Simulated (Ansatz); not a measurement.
Molecule: sum formula ZrOCl, net charge 0, doublet state. The spin state was set by rule; other spins were not relaxed. 
Structure (B3LYP-D3(BJ)/def2-TZVP (Ansatz, a first-principles code) minimum search):
SMILES: [O]=[Zr][Cl]
```xyz
3

Zr     0.4555     0.3010    -0.2035
O     -0.6307     1.3597    -1.0465
Cl    -0.7749    -1.3482     0.9712
```
Charge 0, spin multiplicity 2.

Property: atomisation energy (electronic, to ground-state atoms), in kJ/mol. Valence correlation only, unless marked. UHF or UKS for open shells. Spin-orbit coupling is left out. The frozen core is the preceding noble-gas configuration, with the filled d and f shells of earlier blocks. Past Kr the def2 sets carry scalar-relativistic core potentials. STO-3G rows are all-electron and non-relativistic. The coupled-cluster limit lacks core correlation, which all-electron functionals hold. CBS(X,Y): correlation extrapolated as X^-3; Hartree-Fock from the larger set. [CCSD(T)-MP2]/basis is that difference in the basis named.

```
level                                                                 program  atomisation energy (kJ/mol)
-------------------------------------------------------------  --------------  ---------------------------
BLYP/def2-TZVPD                                                        Ansatz                       1251.4
revPBE-D3(BJ)/def2-TZVPD                                       Ansatz + dftd3                       1266.7
revPBE-D4/def2-TZVPD                                           Ansatz + dftd4                       1269.7
B97M-V/def2-TZVPD                                                      Ansatz                       1233.3
PBE0/STO-3G                                                            Ansatz                       1460.8
PBE0-D3(BJ)/def2-TZVPD                                         Ansatz + dftd3                       1227.9
BHLYP/def2-TZVPD                                                       Ansatz                       1089.4
r2SCAN0/def2-TZVPD                                                     Ansatz                            …
LC-wPBE-D3(BJ)/def2-TZVPD                                      Ansatz + dftd3                       1236.5
LC-wPBE-D4/def2-TZVPD                                          Ansatz + dftd4                       1237.7
SCS-MP2/def2-SVPD                                                      Ansatz                       1196.0
CCSD/STO-3G                                                            Ansatz                       1252.7
RI-MP2/CBS(def2-TZVPPD,def2-QZVPPD)+[CCSD(T)-MP2]/def2-TZVPPD          Ansatz                       1223.6
```

**Question.** What belongs in the gaps?

**Answer.** 
- r2SCAN0/def2-TZVPD, atomisation energy (kJ/mol): 1184.0
